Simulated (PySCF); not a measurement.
## Dipole response of Ar²⁺ (argon, charge +2)

[Ne] 3s2 3p4, high-spin 3P determinant. Computed with PySCF 2.14 in aug-cc-pCVTZ-DK with one added diffuse shell each of s, p, d, f type (9s8p6d4f, 91 functions), with the spin-free X2C one-electron Hamiltonian (Gaussian nucleus). Coupled (time-dependent) response in atomic units; α is the mean over directions.

| method | mean α (bohr³) | α xx, yy, zz | C₆ (like pair) | S(−4) |
| --- | --- | --- | --- | --- |
| UHF | 4.775 | 4.835, 4.655, 4.835 | 16.76 | 5.521 |
| PBE | 4.816 | 4.843, 4.763, 4.843 | 16.94 | 5.609 |
| PBE0 | 4.780 | 4.817, 4.708, 4.817 | 16.77 | 5.509 |
| TPSSh | 4.781 | 4.820, 4.704, 4.820 | 16.90 | 5.452 |
| BP86 | 4.807 | 4.833, 4.757, 4.833 | 16.90 | 5.573 |

S(−4) is the Cauchy moment in α(ω) = α(0) + S(−4) ω² + …

α(iu) at PBE0:

| u (hartree) | α(iu) (bohr³) |
| --- | --- |
| 0 | 4.780 |
| 0.0500 | 4.767 |
| 0.100 | 4.726 |
| 0.200 | 4.571 |
| 0.300 | 4.338 |
| 0.500 | 3.740 |
| 0.750 | 2.965 |
| 1.00 | 2.315 |
| 1.50 | 1.447 |
| 2.00 | 0.9666 |
| 3.00 | 0.5164 |
| 5.00 | 0.2271 |

A single London oscillator, α(iu) = α/(1 + u²/ω²), gives C₆ = (3/4) ω α². Matching the computed C₆ needs ω = 4 × 16.77 / (3 × 4.780²) = 0.979 hartree.

For an ion, C₆ is the dispersion term alone; charge-induced terms of lower order in 1/R come first.

The components differ because the open shell of this determinant is not spherical; for a pure term their mean is the scalar polarisability.
